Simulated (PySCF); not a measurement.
Isomers of C3H7NSi. Method: PBE0-D3(BJ)/def2-SVP geometry optimisation, gas phase in PySCF 2.14.0. One conformer each; no zero-point energy, no entropy. No frequencies were run at this level. Point groups hold within 0.08 Å.

Question: Order them by energy at this level, lowest first, and give relative energies in kJ/mol.
A. `[CH:1]#[C:2][CH2:3][NH:4][SiH3:5]` with C2–C3–N4–Si5 81°
B. `[CH2:1]=[N:2][SiH:3]1[CH2:4][CH2:5]1` with C1–N2–Si3–C4 153°
C. `[CH3:1][C:2]#[C:3][SiH2:4][NH2:5]` with C3–Si4–N5–H -68° and 69°

Answer: C (0.0), B (50.8), A (115.3).

As drawn, the lowest has an Si–C bond, which the highest lacks.

```csv
SMILES,E (Eh),E rel (kJ/mol),dipole (D),point group,"A, B, C (MHz)"
CC#C[SiH2]N,-462.20295,0.0,2.30,–,"13952, 1500, 1400"
C=N[SiH]1CC1,-462.18359,50.8,1.26,Cs,"12139, 2309, 2307"
C#CCN[SiH3],-462.15904,115.3,0.84,C1,"9303, 1989, 1767"
```
